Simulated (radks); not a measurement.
Values are calculated unless marked as measured or tabulated.
Question: Coherent X-ray form factor from a spherical all-electron density. Level of theory: scalar-relativistic Kohn-Sham, exchange-only LDA, spin-polarised, spherical densities, point nucleus (a radial shooting solver on a logarithmic mesh with Libxc functionals).

| sin(theta)/lambda (1/angstrom) | f0 (electrons) |
|---|---|
| 0.05 | 8.957 |
| 0.1 | 8.829 |
| 0.15 | 8.622 |
| 0.2 | 8.344 |
| 0.25 | 8.007 |
| 0.3 | 7.622 |
| 0.4 | 6.763 |
| 0.5 | 5.866 |
| 0.6 | 5.011 |
| 0.8 | 3.598 |
| 1 | 2.645 |
| 1.25 | 1.960 |
| 1.5 | 1.603 |
| 2 | 1.267 |

The species is in the configuration that NIST lists as its ground one. Which atom or ion scatters so?

Answer: The silicon ion Si5+, [He] 2s2 2p5. Extrapolating in s^2 from the first two rows gives f0(0) = 9.0, near the electron count 9; among species with that count, the fall with angle is slower the higher Z, and the table is that of Z = 14; from so few rows the species is fixed only to a neighbour or two.
